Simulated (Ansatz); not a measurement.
Input file for Ansatz (a quantum-chemistry and plane-wave program): R-SVWN5/def2-TZVPP on CH7PSi (SMILES C[SiH2]P), a point of a torsion scan.

Ansatz 0.2 input:
```yaml
crystal:
  periodic: [false, false, false]
  atoms:
    - {symbol: C, position_ang: [-1.16632276, 0.64857083, -0.06967545]}
    - {symbol: Si, position_ang: [-0.10907399, -0.92485960, 0.08204127]}
    - {symbol: P, position_ang: [2.06579143, -0.38286314, -0.11099727]}
    - {symbol: H, position_ang: [-2.22354328, 0.40626480, -0.10760389]}
    - {symbol: H, position_ang: [-1.00911602, 1.31709239, 0.77280438]}
    - {symbol: H, position_ang: [-0.91846783, 1.19644853, -0.97516728]}
    - {symbol: H, position_ang: [-0.39633626, -1.58111393, 1.36483399]}
    - {symbol: H, position_ang: [-0.39820831, -1.85823707, -1.01170313]}
    - {symbol: H, position_ang: [1.93822138, 0.88618615, 0.42344733]}
    - {symbol: H, position_ang: [2.45500240, -0.91951007, 1.10096295]}
basis:
  gaussian:
    orbitals: def2-TZVPP
hamiltonian:
  xc: {name: SVWN5}
scf: {lower_state_search: off}
```

The head of its log:

```
WARN ansatz: RAYON_NUM_THREADS=1 ignored (pool sized by the plan → 1); use --threads N
Functional definition: SVWN5
these checks for a lower state are left out or cut short: stability, starts, cluster_reference, orbital_swaps, neighbouring_geometries, increment
integrals: 0.13 GiB planned
1168 factors; their error is unknown
mean field: 0.88 GiB planned
mean field evaluation 1: about -18231.5360 eV, gradient 6.5e1 eV
mean field evaluation 2: about -18216.5085 eV, gradient 9.0e1 eV
```

**Question.** What total energy does the run end on?

**Answer.** -670.3610 hartree.
